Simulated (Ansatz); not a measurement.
C₂H₆Cl₂Si, charge +1, doublet, at a GFN2-xTB geometry (a state made from the parent by changing its charge; the spin is typed, not shown lowest); CCSD(T)/STO-3G (Ansatz, a first-principles code).

The Ansatz input:
Ansatz 0.2 input:
```yaml
crystal:
  periodic: [false, false, false]
  atoms:
    - {symbol: C, position_ang: [1.28326055, -1.61852252, -0.18269265]}
    - {symbol: Si, position_ang: [-0.01244605, -0.16470319, 0.02878020]}
    - {symbol: C, position_ang: [-1.50051811, -1.25652796, 0.68507829]}
    - {symbol: Cl, position_ang: [0.59275738, 1.10582814, 1.44024366]}
    - {symbol: Cl, position_ang: [-0.46164787, 0.62919309, -1.74342086]}
    - {symbol: H, position_ang: [0.91558411, -2.34745596, -0.89758167]}
    - {symbol: H, position_ang: [2.20061141, -1.16991748, -0.55367409]}
    - {symbol: H, position_ang: [1.46895957, -2.09730723, 0.77327666]}
    - {symbol: H, position_ang: [-2.33287650, -0.58039578, 0.85952341]}
    - {symbol: H, position_ang: [-1.77836292, -1.99714285, -0.05781342]}
    - {symbol: H, position_ang: [-1.22498746, -1.74699412, 1.61304491]}
basis:
  gaussian:
    orbitals: STO-3G
total_charge: 1
magnetization: {spin_polarized: true, initial_magnetization: 1}
correlation: {method: ccsd_t, electrons: outside_noble_gas}
```

**Question.** Write the output that Ansatz gives for this input, abridged.

**Answer.** 
```
Functional definition: HF
514 factors; integrals over basis functions are off by at most 3.7e-5 eV
mean field evaluation 1: about -34633.4993 eV, gradient 1.8e1 eV
mean field evaluation 2: about -34633.5931 eV, gradient 1.8e1 eV
mean field evaluation 4: about -34636.7210 eV, gradient 1.3e0 eV
mean field evaluation 8: about -34636.7564 eV, gradient 2.4e-4 eV
mean field evaluation 16: about -34636.6209 eV, gradient 1.3e0 eV
mean field evaluation 32: about -34635.0370 eV, gradient 4.0e-1 eV
mean field evaluation 64: about -34634.5847 eV, gradient 1.4e-3 eV
mean field evaluation 96: about -34634.9430 eV, gradient 9.9e-1 eV
mean field evaluation 128: about -34634.5847 eV, gradient 1.0e-2 eV
mean field -34636.75522666 eV, -1272.8772769439 hartree, gradient 8.2e-7 eV, S^2 0.784593; 5 other end points of the search recorded, 0 dependent functions left out
determinant -34636.75522666 eV, -1272.8772769439 hartree, with singles and doubles -34642.38174844 eV, -1273.0840478053 hartree
determinant -34635.15452541 eV, -1272.8184522578 hartree, with singles and doubles -34641.14644841 eV, -1273.0386513667 hartree
determinant -34635.04249103 eV, -1272.8143350702 hartree, with singles and doubles -34640.90467193 eV, -1273.0297662449 hartree
determinant -34634.58468250 eV, -1272.7975109173 hartree, with singles and doubles -34640.65614852 eV, -1273.0206331779 hartree
17 core orbitals not correlated
reference -34636.75522666 eV, -1272.8772769439 hartree; 16, 15 occupied and 10, 11 virtual orbitals, 514 factors
second order -4.24386326 eV of doubles, -0.00000000 eV of singles
cycle   1  -5.62574731 eV  change    7.7e-4 eV  update   1.7e-3
cycle   2  -5.62497857 eV  change    7.7e-4 eV  update   1.1e-3
cycle   3  -5.62458812 eV  change    3.9e-4 eV  update   4.5e-4
cycle   4  -5.62465165 eV  change   -6.4e-5 eV  update   2.6e-4
cycle   5  -5.62508247 eV  change   -4.3e-4 eV  update   8.5e-5
cycle   6  -5.62527565 eV  change   -1.9e-4 eV  update   3.4e-5
cycle   7  -5.62528885 eV  change   -1.3e-5 eV  update   1.0e-5
perturbative correction -0.12384259 eV, -0.0045511313 hartree
Total energy: -34642.50435810 eV, -1273.0885536275 hartree
```
